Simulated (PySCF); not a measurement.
H2AlAsF2 (SMILES [F][Al]([F])[AsH2]), singlet, at a GFN2-xTB geometry (such geometries of metal compounds can be far from the true shape); PBE0/6-31G*, polarisability (PySCF).

Input for PySCF:
```python
from pyscf import gto, scf, dft
from pyscf.prop import polarizability

mol = gto.M(
    atom='''
Al    0.743983    0.683117   -0.086534
As   -0.970297   -0.942956    0.194430
H    -0.726169   -1.320958   -1.252217
H    -1.944005    0.109706   -0.274755
F     0.443152    2.195166   -0.697309
F     2.336648    0.410200    0.279054
''',
    basis='6-31g*',
    charge=0,
    spin=0,
    verbose=4,
)

mf = dft.RKS(mol)
mf.xc = 'pbe0'
mf.kernel()
alpha = mf.Polarizability().polarizability()[2, 2]
print('alpha_zz =', alpha)
```

It wrote (shortened):

```
site-packages/pyscf/prop/efg/rhf.py:45: UserWarning: Module EFG is under testing
  warnings.warn('Module EFG is under testing')
site-packages/pyscf/prop/efg/dhf.py:30: UserWarning: Module EFG is under testing
  warnings.warn('Module EFG is under testing')
site-packages/pyscf/prop/zfs/uhf.py:40: UserWarning: Module ZFS is under testing
  warnings.warn('Module ZFS is under testing')
site-packages/pyscf/prop/gtensor/uhf.py:43: UserWarning: Module g-tensor is under testing
  warnings.warn('Module g-tensor is under testing')
site-packages/pyscf/prop/gtensor/uks.py:41: UserWarning: Module g-tensor is under testing
  warnings.warn('Module g-tensor is under testing')
site-packages/pyscf/prop/hfc/uks.py:35: UserWarning: Module HFC is under testing
  warnings.warn('Module HFC is under testing')
site-packages/pyscf/prop/magnetizability/rhf.py:39: UserWarning: Module magnetizability is under testing
  warnings.warn('Module magnetizability is under testing')
site-packages/pyscf/prop/magnetizability/uhf.py:37: UserWarning: Module magnetizability is under testing
  warnings.warn('Module magnetizability is under testing')
site-packages/pyscf/prop/magnetizability/rks.py:37: UserWarning: Module magnetizability is under testing
  warnings.warn('Module magnetizability is under testing')
site-packages/pyscf/prop/magnetizability/uks.py:39: UserWarning: Module magnetizability is under testing
  warnings.warn('Module magnetizability is under testing')
site-packages/pyscf/prop/polarizability/uhf.py:34: UserWarning: Module polarizability is under testing
  warnings.warn('Module polarizability is under testing')
site-packages/pyscf/prop/polarizability/rks.py:29: UserWarning: Module polarizability is under testing
  warnings.warn('Module polarizability is under testing')
site-packages/pyscf/prop/polarizability/uks.py:29: UserWarning: Module polarizability is under testing
  warnings.warn('Module polarizability is under testing')
PySCF version 2.14.0

[INPUT] verbose = 4
[INPUT] num. atoms = 6
[INPUT] num. electrons = 66
[INPUT] charge = 0
[INPUT] spin (= nelec alpha-beta = 2S) = 0
[INPUT] symmetry False subgroup None
[INPUT] Mole.unit = angstrom
[INPUT] Symbol           X                Y                Z      unit          X                Y                Z       unit  Magmom
[INPUT]  1 Al     0.743983000000   0.683117000000  -0.086534000000 AA    1.405924111332   1.290904041035  -0.163525560463 Bohr   0.0
[INPUT]  2 As    -0.970297000000  -0.942956000000   0.194430000000 AA   -1.833595589487  -1.781928587515   0.367419450399 Bohr   0.0
[INPUT]  3 H     -0.726169000000  -1.320958000000  -1.252217000000 AA   -1.372260530149  -2.496248842053  -2.366347178524 Bohr   0.0
[INPUT]  4 H     -1.944005000000   0.109706000000  -0.274755000000 AA   -3.673637034785   0.207314294222  -0.519211701355 Bohr   0.0
[INPUT]  5 F      0.443152000000   2.195166000000  -0.697309000000 AA    0.837435911553   4.148262537957  -1.317723034194 Bohr   0.0
[INPUT]  6 F      2.336648000000   0.410200000000   0.279054000000 AA    4.415624769513   0.775165656297   0.527335633964 Bohr   0.0

nuclear repulsion = 307.171627255989
number of shells = 36
number of NR pGTOs = 208
number of NR cGTOs = 82
basis = 6-31g*
ecp = {}

******** <class 'pyscf.dft.rks.RKS'> ********
method = RKS
initial guess = minao
damping factor = 0
level_shift factor = 0
DIIS = <class 'pyscf.scf.diis.CDIIS'>
diis_start_cycle = 1
diis_space = 8
diis_damp = 0
SCF conv_tol = 1e-09
SCF conv_tol_grad = None
SCF max_cycles = 50
direct_scf = True
direct_scf_tol = 1e-13
XC library pyscf.dft.libxc version 7.1.2
    S. Lehtola, C. Steigemann, M. J. T. Oliveira, and M. A. L. Marques,  SoftwareX 7, 1–5 (2018)
XC functionals = pbe0
    C. Adamo and V. Barone,  J. Chem. Phys. 110, 6158 (1999)
    M. Ernzerhof and G. E. Scuseria,  J. Chem. Phys. 110, 5029 (1999)
radial grids:
    Treutler-Ahlrichs [JCP 102, 346 (1995); DOI:10.1063/1.469408] (M4) radial grids

becke partition: Becke, JCP 88, 2547 (1988); DOI:10.1063/1.454033
pruning grids: <function nwchem_prune>
grids dens level: 3
symmetrized grids: False
atomic radii adjust function: <function treutler_atomic_radii_adjust>
small_rho_cutoff = 0
Set gradient conv threshold to 3.16228e-05
Initial guess from minao.
tot grids = 87744
init E= -2677.75367220744
  HOMO = -0.315835936311178  LUMO = -0.0857315373847705  gap/eV = 6.26146
cycle= 1 E= -2678.33503070345  delta_E= -0.581  |g|= 0.858  |ddm|= 2.23
  HOMO = -0.242953525170589  LUMO = -0.0280968590559776  gap/eV = 5.84655
cycle= 2 E= -2678.12020014514  delta_E= 0.215  |g|= 1.44  |ddm|= 1.61
  HOMO = -0.291913319430682  LUMO = -0.0305607726564272  gap/eV = 7.11177
cycle= 3 E= -2678.46186084103  delta_E= -0.342  |g|= 0.0457  |ddm|= 1.03
  HOMO = -0.301684467119589  LUMO = -0.0316596025573515  gap/eV = 7.34775
cycle= 4 E= -2678.46234110501  delta_E= -0.00048  |g|= 0.0182  |ddm|= 0.0983
  HOMO = -0.29784195933713  LUMO = -0.0307757259653805  gap/eV = 7.26724
cycle= 5 E= -2678.46247440162  delta_E= -0.000133  |g|= 0.00762  |ddm|= 0.0401
  HOMO = -0.298236567130245  LUMO = -0.0307096103744904  gap/eV = 7.27978
cycle= 6 E= -2678.4624832399  delta_E= -8.84e-06  |g|= 0.000745  |ddm|= 0.00748
  HOMO = -0.298087653816734  LUMO = -0.0306444796161003  gap/eV = 7.27750
cycle= 7 E= -2678.46248334159  delta_E= -1.02e-07  |g|= 0.000186  |ddm|= 0.00117
  HOMO = -0.29811800657004  LUMO = -0.0306623225530256  gap/eV = 7.27784
cycle= 8 E= -2678.46248335201  delta_E= -1.04e-08  |g|= 3.71e-05  |ddm|= 0.000277
  HOMO = -0.298119154092675  LUMO = -0.0306619462455746  gap/eV = 7.27788
cycle= 9 E= -2678.46248335218  delta_E= -1.71e-10  |g|= 2.45e-05  |ddm|= 4.45e-05
  HOMO = -0.298118449670152  LUMO = -0.0306617381416778  gap/eV = 7.27787
Extra cycle  E= -2678.46248335205  delta_E= 1.38e-10  |g|= 3.75e-05  |ddm|= 4.08e-05
converged SCF energy = -2678.46248335205
Isotropic polarizability 46.4752164637
Polarizability anisotropy 10.3905204492
alpha_zz = 39.56490966360499
```
